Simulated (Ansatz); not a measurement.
A short molecular-dynamics run on `[Cl][Al-]([Cl])([Cl])[SeH2+]`.

```yaml
crystal:
  periodic: [false, false, false]
  atoms:
    - {symbol: Cl, position_ang: [-0.627511, -1.163955, 2.227384]}
    - {symbol: Al, position_ang: [0.042796, -1.012012, 0.241055]}
    - {symbol: Cl, position_ang: [2.004961, -1.631479, -0.187784]}
    - {symbol: Cl, position_ang: [-1.393037, -1.282369, -1.271692]}
    - {symbol: Se, position_ang: [0.430908, 1.559285, 0.167355]}
    - {symbol: H, position_ang: [-0.998176, 1.901327, 0.120796]}
    - {symbol: H, position_ang: [0.540059, 1.629214, -1.297104]}
basis:
  gaussian: {orbitals: "6-31G*"}
hamiltonian: {xc: {name: r2SCAN}}
md: {timestep: 2 fs, n_steps: 50, ensemble: nvt_nose_hoover, temperature: 300, initial_velocities: maxwell_boltzmann, seed: 676}
```

```sh
$ ansatz run in.yaml --threads 4 --pin off --events-out ev --progress --plain --max-ram 10444MiB
```

| step | time (fs) | potential energy (eV) | kinetic (eV) | T (K) | conserved (eV) |
| --- | --- | --- | --- | --- | --- |
| 0 | 0.0 | -109540.0506 | 0.1939 | 300 | -109539.8567 |
| 1 | 2.0 | -109540.0197 | 0.1690 | 261 | -109539.8508 |
| 2 | 4.0 | -109539.9803 | 0.1341 | 207 | -109539.8462 |
| 3 | 6.0 | -109539.9970 | 0.1454 | 225 | -109539.8517 |
| 4 | 8.0 | -109539.9937 | 0.1385 | 214 | -109539.8553 |
| 5 | 10.0 | -109539.9369 | 0.0927 | 143 | -109539.8444 |
| 6 | 12.0 | -109539.9552 | 0.1044 | 161 | -109539.8512 |
| 7 | 14.0 | -109539.9733 | 0.1188 | 184 | -109539.8550 |
| 8 | 16.0 | -109539.9324 | 0.0857 | 133 | -109539.8474 |
| 9 | 18.0 | -109539.9316 | 0.0856 | 132 | -109539.8469 |
| 10 | 20.0 | -109539.9777 | 0.1243 | 192 | -109539.8546 |
| 11 | 22.0 | -109539.9680 | 0.1173 | 181 | -109539.8524 |
| 12 | 24.0 | -109539.9437 | 0.1016 | 157 | -109539.8441 |
| 13 | 26.0 | -109539.9970 | 0.1442 | 223 | -109539.8552 |
| 14 | 28.0 | -109539.9972 | 0.1475 | 228 | -109539.8528 |
| 15 | 30.0 | -109539.9611 | 0.1183 | 183 | -109539.8464 |
| 16 | 32.0 | -109539.9767 | 0.1311 | 203 | -109539.8497 |
| 17 | 34.0 | -109539.9961 | 0.1445 | 224 | -109539.8565 |
| 18 | 36.0 | -109539.9397 | 0.0978 | 151 | -109539.8474 |
| 19 | 38.0 | -109539.9242 | 0.0829 | 128 | -109539.8473 |
| 20 | 40.0 | -109539.9523 | 0.1032 | 160 | -109539.8556 |
| 21 | 42.0 | -109539.9155 | 0.0736 | 114 | -109539.8490 |
| 22 | 44.0 | -109539.8936 | 0.0557 | 86 | -109539.8455 |
| 23 | 46.0 | -109539.9357 | 0.0917 | 142 | -109539.8521 |
| 24 | 48.0 | -109539.9487 | 0.1023 | 158 | -109539.8553 |
| 25 | 50.0 | -109539.9053 | 0.0712 | 110 | -109539.8438 |
| 26 | 52.0 | -109539.9389 | 0.0974 | 151 | -109539.8519 |
| 27 | 54.0 | -109539.9600 | 0.1172 | 181 | -109539.8543 |
| 28 | 56.0 | -109539.9233 | 0.0892 | 138 | -109539.8466 |
| 29 | 58.0 | -109539.9301 | 0.0967 | 150 | -109539.8470 |
| 30 | 60.0 | -109539.9746 | 0.1341 | 207 | -109539.8553 |
| 31 | 62.0 | -109539.9482 | 0.1130 | 175 | -109539.8514 |
| 32 | 64.0 | -109539.9125 | 0.0858 | 133 | -109539.8440 |
| 33 | 66.0 | -109539.9494 | 0.1126 | 174 | -109539.8554 |
| 34 | 68.0 | -109539.9239 | 0.0929 | 144 | -109539.8509 |
| 35 | 70.0 | -109539.8789 | 0.0553 | 86 | -109539.8445 |
| 36 | 72.0 | -109539.9049 | 0.0778 | 120 | -109539.8489 |
| 37 | 74.0 | -109539.9385 | 0.1058 | 164 | -109539.8559 |
| 38 | 76.0 | -109539.8979 | 0.0771 | 119 | -109539.8454 |
| 39 | 78.0 | -109539.9127 | 0.0907 | 140 | -109539.8479 |
| 40 | 80.0 | -109539.9550 | 0.1270 | 197 | -109539.8557 |
| 41 | 82.0 | -109539.9181 | 0.1002 | 155 | -109539.8475 |
| 42 | 84.0 | -109539.9020 | 0.0887 | 137 | -109539.8446 |
| 43 | 86.0 | -109539.9483 | 0.1290 | 200 | -109539.8525 |
| 44 | 88.0 | -109539.9477 | 0.1287 | 199 | -109539.8545 |
| 45 | 90.0 | -109539.8916 | 0.0873 | 135 | -109539.8418 |
| 46 | 92.0 | -109539.9237 | 0.1100 | 170 | -109539.8532 |
| 47 | 94.0 | -109539.9167 | 0.1048 | 162 | -109539.8534 |
| 48 | 96.0 | -109539.8471 | 0.0459 | 71 | -109539.8443 |
| 49 | 98.0 | -109539.8385 | 0.0371 | 57 | -109539.8452 |
| 50 | 100.0 | -109539.8773 | 0.0680 | 105 | -109539.8543 |

Velocities are drawn at the set temperature; a run this short doesn't reach equilibrium.

Frames (Å, forces in eV/Å):

```xyz
7
time=0.0 fs
Cl   -0.628   -1.164    2.227   -0.063   -0.039    0.164
Al    0.043   -1.012    0.241    0.039    0.110    0.021
Cl    2.005   -1.631   -0.188    0.158   -0.078   -0.038
Cl   -1.393   -1.282   -1.272   -0.128   -0.040   -0.132
Se    0.431    1.559    0.167    0.136   -0.023    0.153
H    -0.998    1.901    0.121   -0.133    0.046   -0.026
H     0.540    1.629   -1.297   -0.009    0.024   -0.141
7
time=4.0 fs
Cl   -0.628   -1.174    2.227   -0.094   -0.050    0.301
Al    0.054   -1.029    0.255   -0.519    0.306   -0.326
Cl    1.995   -1.624   -0.182    0.548   -0.225   -0.110
Cl   -1.398   -1.281   -1.278    0.094   -0.016    0.110
Se    0.436    1.565    0.163   -1.328    0.332   -0.742
H    -1.070    1.903    0.140    1.193   -0.258    0.124
H     0.445    1.663   -1.343    0.105   -0.089    0.644
7
time=8.0 fs
Cl   -0.629   -1.184    2.228   -0.124   -0.055    0.399
Al    0.063   -1.044    0.267   -0.943    0.452   -0.571
Cl    1.987   -1.618   -0.178    0.871   -0.353   -0.179
Cl   -1.402   -1.280   -1.283    0.266    0.012    0.302
Se    0.439    1.572    0.158    0.137   -0.086   -0.052
H    -0.988    1.873    0.178   -0.432    0.113    0.238
H     0.367    1.685   -1.308    0.225   -0.083   -0.136
7
time=12.0 fs
Cl   -0.630   -1.194    2.231   -0.141   -0.057    0.447
Al    0.066   -1.056    0.275   -1.178    0.558   -0.714
Cl    1.983   -1.614   -0.173    1.055   -0.427   -0.221
Cl   -1.406   -1.279   -1.287    0.368    0.021    0.420
Se    0.442    1.578    0.153    0.658   -0.276    0.388
H    -0.965    1.857    0.253   -0.893    0.226    0.235
H     0.320    1.695   -1.291    0.131   -0.045   -0.555
7
time=16.0 fs
Cl   -0.632   -1.204    2.236   -0.140   -0.058    0.440
Al    0.063   -1.066    0.280   -1.177    0.620   -0.760
Cl    1.983   -1.611   -0.170    1.042   -0.429   -0.219
Cl   -1.407   -1.277   -1.289    0.391    0.007    0.456
Se    0.446    1.584    0.148   -1.286    0.096   -0.215
H    -1.051    1.871    0.357    1.141   -0.152   -0.197
H     0.294    1.697   -1.341    0.029   -0.084    0.495
7
time=20.0 fs
Cl   -0.635   -1.215    2.242   -0.125   -0.048    0.360
Al    0.053   -1.071    0.280   -0.890    0.593   -0.686
Cl    1.988   -1.610   -0.168    0.817   -0.372   -0.173
Cl   -1.407   -1.276   -1.289    0.338   -0.002    0.414
Se    0.448    1.590    0.143   -0.385   -0.167    0.083
H    -0.991    1.868    0.436    0.361    0.020   -0.246
H     0.271    1.686   -1.330   -0.117   -0.022    0.248
7
time=24.0 fs
Cl   -0.638   -1.226    2.251   -0.093   -0.031    0.218
Al    0.037   -1.074    0.277   -0.418    0.513   -0.488
Cl    1.997   -1.610   -0.167    0.455   -0.273   -0.102
Cl   -1.406   -1.275   -1.288    0.215   -0.015    0.295
Se    0.450    1.595    0.138    1.593   -0.656    0.553
H    -0.895    1.871    0.484   -1.467    0.401    0.146
H     0.230    1.673   -1.290   -0.284    0.062   -0.622
7
time=28.0 fs
Cl   -0.642   -1.237    2.260   -0.044   -0.018    0.038
Al    0.020   -1.073    0.271    0.085    0.443   -0.190
Cl    2.007   -1.612   -0.165    0.063   -0.146   -0.026
Cl   -1.404   -1.273   -1.285    0.035   -0.050    0.109
Se    0.453    1.600    0.134   -0.714   -0.170    0.143
H    -0.967    1.924    0.541    0.645   -0.078   -0.353
H     0.150    1.668   -1.321   -0.070    0.020    0.280
7
time=32.0 fs
Cl   -0.646   -1.248    2.269    0.007    0.005   -0.162
Al    0.003   -1.070    0.263    0.583    0.357    0.175
Cl    2.018   -1.615   -0.165   -0.300   -0.027    0.038
Cl   -1.401   -1.272   -1.282   -0.168   -0.081   -0.108
Se    0.456    1.604    0.130   -1.182   -0.060   -0.198
H    -0.965    1.970    0.551    0.888   -0.184   -0.279
H     0.059    1.666   -1.319    0.173   -0.008    0.534
7
time=36.0 fs
Cl   -0.649   -1.260    2.278    0.051    0.035   -0.350
Al   -0.011   -1.065    0.257    0.996    0.257    0.529
Cl    2.028   -1.617   -0.163   -0.592    0.068    0.083
Cl   -1.399   -1.271   -1.279   -0.343   -0.097   -0.299
Se    0.457    1.608    0.126    1.003   -0.637    0.035
H    -0.853    1.995    0.528   -1.166    0.371    0.558
H    -0.011    1.663   -1.251    0.051    0.004   -0.555
7
time=40.0 fs
Cl   -0.653   -1.271    2.285    0.091    0.058   -0.492
Al   -0.020   -1.059    0.253    1.199    0.189    0.771
Cl    2.035   -1.620   -0.162   -0.774    0.149    0.109
Cl   -1.399   -1.271   -1.278   -0.437   -0.112   -0.409
Se    0.459    1.610    0.122   -0.319   -0.241    0.071
H    -0.874    2.065    0.574    0.074   -0.037    0.181
H    -0.070    1.661   -1.249    0.166   -0.005   -0.232
7
time=44.0 fs
Cl   -0.656   -1.282    2.290    0.120    0.082   -0.575
Al   -0.021   -1.051    0.254    1.195    0.127    0.830
Cl    2.039   -1.621   -0.160   -0.852    0.200    0.120
Cl   -1.401   -1.271   -1.278   -0.413   -0.109   -0.389
Se    0.461    1.613    0.118   -1.496    0.166   -0.161
H    -0.896    2.131    0.649    1.103   -0.476   -0.361
H    -0.103    1.658   -1.280    0.343    0.010    0.535
7
time=48.0 fs
Cl   -0.659   -1.293    2.293    0.136    0.111   -0.598
Al   -0.016   -1.042    0.260    1.026    0.042    0.706
Cl    2.039   -1.622   -0.157   -0.845    0.208    0.120
Cl   -1.404   -1.272   -1.280   -0.269   -0.068   -0.239
Se    0.460    1.615    0.114    0.539   -0.492    0.027
H    -0.773    2.135    0.680   -0.512    0.118    0.168
H    -0.090    1.657   -1.245   -0.075    0.081   -0.184
7
time=52.0 fs
Cl   -0.661   -1.303    2.293    0.143    0.132   -0.562
Al   -0.005   -1.033    0.269    0.680   -0.022    0.440
Cl    2.035   -1.622   -0.154   -0.737    0.194    0.108
Cl   -1.408   -1.273   -1.283   -0.048   -0.017   -0.006
Se    0.460    1.617    0.109    1.139   -0.670    0.236
H    -0.719    2.155    0.735   -0.851    0.249    0.216
H    -0.087    1.668   -1.234   -0.325    0.133   -0.433
7
time=56.0 fs
Cl   -0.663   -1.313    2.291    0.144    0.144   -0.478
Al    0.010   -1.025    0.282    0.212   -0.049    0.101
Cl    2.028   -1.621   -0.151   -0.536    0.162    0.085
Cl   -1.413   -1.274   -1.286    0.189    0.029    0.246
Se    0.462    1.617    0.106   -0.867    0.186    0.185
H    -0.774    2.202    0.812    0.800   -0.529   -0.723
H    -0.127    1.699   -1.274    0.058    0.056    0.584
7
time=60.0 fs
Cl   -0.664   -1.322    2.287    0.131    0.157   -0.364
Al    0.026   -1.016    0.295   -0.244   -0.077   -0.230
Cl    2.019   -1.620   -0.147   -0.282    0.096    0.050
Cl   -1.417   -1.275   -1.288    0.399    0.085    0.469
Se    0.463    1.618    0.102   -0.152   -0.056    0.043
H    -0.730    2.181    0.793    0.123   -0.195   -0.213
H    -0.163    1.738   -1.240    0.024   -0.010    0.245
7
time=64.0 fs
Cl   -0.664   -1.331    2.281    0.108    0.168   -0.234
Al    0.042   -1.008    0.306   -0.655   -0.087   -0.508
Cl    2.009   -1.618   -0.143    0.006    0.012    0.005
Cl   -1.420   -1.275   -1.288    0.552    0.134    0.630
Se    0.463    1.619    0.099    1.447   -0.656   -0.023
H    -0.682    2.136    0.752   -1.227    0.456    0.801
H    -0.199    1.778   -1.177   -0.232   -0.027   -0.671
7
time=68.0 fs
Cl   -0.664   -1.339    2.273    0.079    0.166   -0.099
Al    0.053   -1.000    0.315   -1.002   -0.055   -0.704
Cl    1.998   -1.616   -0.138    0.298   -0.065   -0.047
Cl   -1.419   -1.275   -1.285    0.629    0.156    0.709
Se    0.466    1.618    0.095   -0.998    0.357    0.212
H    -0.774    2.140    0.803    0.718   -0.364   -0.237
H    -0.261    1.811   -1.192    0.276   -0.194    0.165
7
time=72.0 fs
Cl   -0.663   -1.347    2.266    0.042    0.168    0.025
Al    0.059   -0.992    0.321   -1.163   -0.036   -0.806
Cl    1.988   -1.614   -0.134    0.517   -0.137   -0.091
Cl   -1.417   -1.274   -1.279    0.629    0.170    0.708
Se    0.467    1.618    0.092   -1.224    0.401    0.145
H    -0.780    2.098    0.831    0.825   -0.342   -0.329
H    -0.287    1.817   -1.191    0.374   -0.225    0.350
7
time=76.0 fs
Cl   -0.663   -1.354    2.258    0.002    0.179    0.123
Al    0.059   -0.985    0.321   -1.084   -0.054   -0.812
Cl    1.981   -1.612   -0.131    0.619   -0.190   -0.115
Cl   -1.411   -1.273   -1.270    0.548    0.179    0.623
Se    0.466    1.619    0.089    1.300   -0.491   -0.026
H    -0.684    2.011    0.824   -1.127    0.418    0.797
H    -0.264    1.791   -1.150   -0.258   -0.041   -0.590
7
time=80.0 fs
Cl   -0.662   -1.360    2.251   -0.031    0.180    0.192
Al    0.052   -0.977    0.317   -0.833   -0.068   -0.695
Cl    1.976   -1.612   -0.127    0.613   -0.194   -0.120
Cl   -1.403   -1.271   -1.258    0.375    0.157    0.437
Se    0.467    1.619    0.086   -0.026   -0.108    0.395
H    -0.715    1.972    0.909    0.040    0.059   -0.192
H    -0.270    1.756   -1.180   -0.138   -0.025   -0.018
7
time=84.0 fs
Cl   -0.662   -1.365    2.244   -0.054    0.184    0.222
Al    0.041   -0.970    0.309   -0.413   -0.098   -0.442
Cl    1.974   -1.612   -0.124    0.506   -0.158   -0.107
Cl   -1.393   -1.268   -1.244    0.109    0.109    0.152
Se    0.468    1.619    0.084   -1.216    0.128    0.417
H    -0.752    1.945    0.975    0.888   -0.146   -0.921
H    -0.297    1.716   -1.214    0.179   -0.019    0.680
7
time=88.0 fs
Cl   -0.661   -1.370    2.238   -0.066    0.203    0.208
Al    0.027   -0.964    0.298    0.164   -0.170   -0.062
Cl    1.974   -1.613   -0.122    0.329   -0.106   -0.083
Cl   -1.383   -1.264   -1.229   -0.237    0.053   -0.221
Se    0.468    1.618    0.082    0.723   -0.351    0.049
H    -0.677    1.902    0.919   -0.664    0.298    0.270
H    -0.305    1.674   -1.160   -0.250    0.073   -0.161
7
time=92.0 fs
Cl   -0.661   -1.374    2.233   -0.067    0.215    0.176
Al    0.013   -0.958    0.287    0.734   -0.207    0.404
Cl    1.975   -1.615   -0.120    0.155   -0.038   -0.064
Cl   -1.373   -1.260   -1.214   -0.624   -0.026   -0.645
Se    0.468    1.618    0.081    0.700   -0.332    0.121
H    -0.690    1.900    0.894   -0.652    0.308    0.446
H    -0.347    1.641   -1.124   -0.245    0.082   -0.438
7
time=96.0 fs
Cl   -0.662   -1.378    2.229   -0.063    0.214    0.149
Al    0.004   -0.953    0.278    1.166   -0.193    0.832
Cl    1.977   -1.617   -0.118    0.029    0.028   -0.055
Cl   -1.366   -1.257   -1.203   -0.968   -0.114   -1.026
Se    0.469    1.616    0.079   -1.773    0.160    0.301
H    -0.786    1.941    0.927    1.105   -0.162   -0.629
H    -0.419    1.620   -1.141    0.504    0.069    0.429
7
time=100.0 fs
Cl   -0.662   -1.380    2.226   -0.060    0.220    0.141
Al    0.001   -0.949    0.273    1.392   -0.218    1.063
Cl    1.980   -1.618   -0.116   -0.043    0.064   -0.053
Cl   -1.363   -1.253   -1.195   -1.144   -0.152   -1.228
Se    0.468    1.615    0.079   -0.754   -0.007    0.084
H    -0.740    1.965    0.880    0.315    0.026    0.022
H    -0.425    1.610   -1.108    0.293    0.067   -0.029
```

It took 5.8 min on 4 threads of an Intel Xeon on a shared host, with 0.46 GiB of host memory at the peak.
